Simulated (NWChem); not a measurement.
System: CH₂NO, doublet; SMILES [NH]C=O

The following NWChem deck was run.

```
start job
memory heap 200 mb stack 900 mb global 1100 mb
geometry units angstroms noautoz
  N      0.186231    -1.136432    -0.026404
  C     -0.447246     0.035605     0.028772
  O      0.236876     1.087632    -0.014444
  H      1.175457    -1.071256     0.277846
  H     -1.561132     0.051025    -0.038100
end
basis spherical
  N library 6-31+g*
  C library 6-31+g*
  O library 6-31+g*
  H library 6-31+g*
end
dft
  odft
  mult 2
  xc hfexch
  iterations 150
end
tddft
  cis
  nroots 6
end
task tddft energy
```

All runs use the structure optimised with PBE-D3(BJ)/def2-SVP, spin-unrestricted. The determinant is spin-contaminated (<S²> = 0.98). No stability test was run on the SCF state.

Vertical excitations in the gas phase. Excited states of an open shell can be spin-contaminated.

What results follow from this input? (UHF/6-31+G* (spherical d), CIS.) Quantities: lowest excitation (eV); oscillator strength of that lowest state; lowest state with f > 0.02 (eV); oscillator strength of that bright state; lowest empty minus highest occupied level, either spin (eV).


```yaml
lowest excitation (eV): 1.39
oscillator_strength_of_that_lowest_state: 0.001
lowest state with f > 0.02 (eV): 5.95
oscillator_strength_of_that_bright_state: 0.095
lowest empty minus highest occupied level, either spin (eV): 13.22
```
